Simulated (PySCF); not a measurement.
**Where the electron goes**

C₇H₉F.
SMILES with atom numbers: `[CH:1]#[C:2][C@@H:3]1[CH2:4][CH2:5][C@H:6]1[CH2:7][F:8]` (hydrogens: H9 on C1; H10 on C3; H11, H12 on C4; H13, H14 on C5; H15 on C6; H16, H17 on C7)

Theory: TDDFT CAM-B3LYP/def2-SVPD, vertical, gas phase, core orbitals frozen in the response in PySCF. Geometry: GFN2-xTB, one conformer, isolated molecule. Torsions of this conformer, `[CH:1]#[C:2][C@@H:3]1[CH2:4][CH2:5][C@H:6]1[CH2:7][F:8]`: C5–C6–C7–F8 -76°.

Kohn–Sham orbitals with the atoms that hold most of them (Löwdin shares over 4%, at most four atoms; ? is withheld):

```json
{"orbital": "HOMO-3", "ε (eV)": "-10.78", "atoms": "C6 16%, C5 15%, C4 10%, C7 9%"}
{"orbital": "HOMO-2", "ε (eV)": "-10.41", "atoms": "C5 19%, C6 17%, C7 13%, C4 13%"}
{"orbital": "HOMO-1", "ε (eV)": "-9.16", "atoms": "C1 37%, C2 34%, C3 8%, C4 6%"}
{"orbital": "HOMO", "ε (eV)": "-9.14", "atoms": "C1 37%, C2 33%, C3 8%, C6 8%"}
{"orbital": "LUMO", "ε (eV)": "?", "atoms": "?"}
{"orbital": "LUMO+1", "ε (eV)": "1.62", "atoms": "C7 16%, C1 13%, C2 8%, F8 8%"}
{"orbital": "LUMO+2", "ε (eV)": "1.72", "atoms": "C1 29%, C2 9%, H15 9%, H9 8%"}
```

**Question.** Give the leading atoms of the LUMO.

**Answer.** C4 (bonded to 2 C and 2 H) 12%; C1 (bonded to C and H) 11%; H10 (bonded to C) 10%; C2 (bonded to 2 C) 8%. By element: carbon 31% or more, hydrogen 10% or more.

**Question.** What is the LUMO energy, and the HOMO–LUMO gap?

**Answer.** ε(LUMO) = 1.28 eV; the gap is 10.42 eV (0.3829 hartree).

**Question.** The HOMO–LUMO gap is 10.42 eV. Where does the response calculation put the lowest singlet, and from which orbitals?

**Answer.** S1 is at 6.55 eV (f = 0.0001), 3.87 eV below the gap, made of HOMO-1→LUMO+1 (27%), HOMO-1→LUMO+4 (20%), HOMO→LUMO+5 (16%). Its leading pair isn't HOMO and LUMO; the energies of that pair differ by 10.78 eV. 

Next come S2 at 6.81 eV (f 0.0052), HOMO-1→LUMO+4 (28%), HOMO→LUMO+5 (20%), HOMO→LUMO+1 (20%); S3 at 6.83 eV (f 0.0015), HOMO→LUMO+4 (35%), HOMO-1→LUMO+5 (15%), HOMO-1→LUMO+1 (10%); S4 at 7.54 eV (f 0.035), HOMO-1→LUMO (38%), HOMO→LUMO (22%), HOMO-1→LUMO+2 (16%); S5 at 7.55 eV (f 0.054), HOMO→LUMO (35%), HOMO-1→LUMO (23%), HOMO→LUMO+2 (20%).

Löwdin shares depend on the basis, the more so with diffuse functions.

The run took 1.7 min wall on an Arm Neoverse N1 with one thread, on a shared host.
